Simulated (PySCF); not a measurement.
PySCF 2.14 output of an unrestricted PBE calculation on a single atom or ion in dyall-av2z (11s7p2d, 42 functions), with the non-relativistic Hamiltonian (point nucleus):

```
SCF conv_tol = 1e-09
number electrons alpha = 3  beta = 1
    J. P. Perdew, K. Burke, and M. Ernzerhof.,  Phys. Rev. Lett. 77, 3865 (1996)
    J. P. Perdew, K. Burke, and M. Ernzerhof.,  Phys. Rev. Lett. 78, 1396 (1997)
    J. P. Perdew, K. Burke, and M. Ernzerhof.,  Phys. Rev. Lett. 77, 3865 (1996)
    J. P. Perdew, K. Burke, and M. Ernzerhof.,  Phys. Rev. Lett. 78, 1396 (1997)
cycle= 1 E= -24.146668121861  delta_E= -0.00245  |g|= 0.00779  |ddm|= 0.0506
cycle= 2 E= -24.1466722272118  delta_E= -4.11e-06  |g|= 0.000878  |ddm|= 0.00299
cycle= 3 E= -24.1466722787673  delta_E= -5.16e-08  |g|= 3.96e-05  |ddm|= 0.000223
cycle= 4 E= -24.1466722790992  delta_E= -3.32e-10  |g|= 4.36e-06  |ddm|= 2.55e-05
converged SCF energy = -24.1466722790992  <S^2> = 2.0000018  2S+1 = 3.0000012
```

The run itself started from symmetry-adapted Hartree-Fock orbitals and held the occupation by maximum overlap, on a logarithmic radial grid, so the iterations belong to that start.

Q: Which element, charge and spin multiplicity is this?

A: B⁺ (boron, charge +1), multiplicity 3; the state was [He] 2s1 2p1, high-spin 3P determinant (an excited configuration).
